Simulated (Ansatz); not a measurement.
System: sum formula CoSOH₂, net charge 0, quartet state. The spin state was set by rule; other spins were not relaxed. SMILES: [Co]([OH])[SH]
Structure (B3LYP-D3(BJ)/def2-TZVP (Ansatz, a first-principles code) minimum search):
```
Co
O 1 1.7689
H 2 0.9595 1 129.52
S 1 2.1771 3 165.27 2 -180.00
H 4 1.3494 1 93.87 3 0.00
```
Charge 0, spin multiplicity 4.

Property: atomisation energy (electronic, to ground-state atoms), in kJ/mol. Valence correlation only, unless marked. UHF or UKS for open shells. Spin-orbit coupling is left out. The frozen core is the preceding noble-gas configuration, with the filled d and f shells of earlier blocks. Non-relativistic. The coupled-cluster limit lacks core correlation, which all-electron functionals hold. Basis-set limits of correlation are two-point, X^-3; Hartree-Fock from the larger set. [CCSD(T)-MP2]/basis is that difference in the basis named.

```csv
level,program,atomisation energy (kJ/mol)
HF/6-31G,Ansatz,804.7
HF/def2-TZVPPD,Ansatz,953.5
PBE-D3(BJ)/def2-TZVPD,Ansatz + dftd3,1533.8
PBE-D4/def2-TZVPD,Ansatz + dftd4,1533.8
```

Task: Predict the RI-MP2/CBS(def2-TZVPPD,def2-QZVPPD)+[CCSD(T)-MP2]/def2-SVPD result (Ansatz).

Result: 1481.1 kJ/mol, so PBE-D4/def2-TZVPD differs from it by 52.7 kJ/mol.
